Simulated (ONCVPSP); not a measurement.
# Before and after: ONCV potential for lithium

lithium (Li), optimised norm-conserving Vanderbilt (ONCV), made with ONCVPSP 4.0.1 (PBEsol, scalar-relativistic). Core [He], reference 2p1. Waves: s scattering state at 0.32 Ha: rc 3.05 bohr, ncon 4, nbas 9, qcut 2 1/bohr, 2 projectors, debl 1.7 Ha; 2p: rc 4.00 bohr, ncon 3, nbas 7, qcut 2.1 1/bohr, 2 projectors, debl 3 Ha; d scattering state at 0.18 Ha: rc 3.10 bohr, ncon 5, nbas 9, qcut 3.5 1/bohr, 3 projectors, debl 1.8 Ha. Local part: polynomial inside 2.15 bohr (lpopt 5, dvloc0 2 Ha). Core correction: Teter function, fcfact 3.25, rcfact 1.55.

In the s channel the program set the typed energies aside and used 0.050, 1.750 Ha.

Change: p: qcut 3.1.

Cutoffs: the cutoffs (Ha) at which the residual kinetic energy of the hardest occupied pseudo-wave falls to 1 and 0.1 mHa per electron; they do not see the model core or the augmentation charge, which bear on the density cutoff. Errors are all-electron minus pseudo energies relative to the spin-unpolarised reference configuration.

Q: How do hardness, ghosts and transferability respond?

A: The potential gets harder (1.4 Ha and 2.1 Ha → 1.9 Ha and 2.8 Ha); neither file shows a bound ghost. The waves are optimised to have the least kinetic energy above qcut, so the cutoff follows it (qcut²/2 in Ha).

| quantity | base | changed |
| --- | --- | --- |
| cutoff, loose | 1.4 Ha | 1.9 Ha |
| cutoff, tight | 2.1 Ha | 2.8 Ha |
| bound ghosts | none | none |
| GHOST(+) flags under 300 eV | p at 88.4 eV, s at 112.9 eV | s at 112.9 eV |
| error for 2s1 2p0, meV [ΔE -1.76 eV] | +5.3 | +12 |
| error for 2s0.5 2p0, meV [ΔE 0.25 eV] | +15 | +14 |
| s: phases at 3.09 bohr within 0.05 rad from the reference energy up to (Ha; the scan ends near 5) | 0.9 | 0.9 |
| p: phases at 4.07 bohr within 0.05 rad from the reference energy up to (Ha; the scan ends near 5) | 0.1 | 0.1 |
| d: phases at 3.14 bohr within 0.05 rad from the reference energy up to (Ha; the scan ends near 5) | to the end of the scan | to the end of the scan |
| rms error of d²Exc/dni dnj with the model core, mHa | 0.97 | 1.06 |

Base: The cutoffs count occupied waves only; projector 2 of the s channel, the hardest unoccupied one, needs 25 Ha at the loose tolerance. Changed file: The cutoffs count occupied waves only; projector 2 of the s channel, the hardest unoccupied one, needs 25 Ha at the loose tolerance.
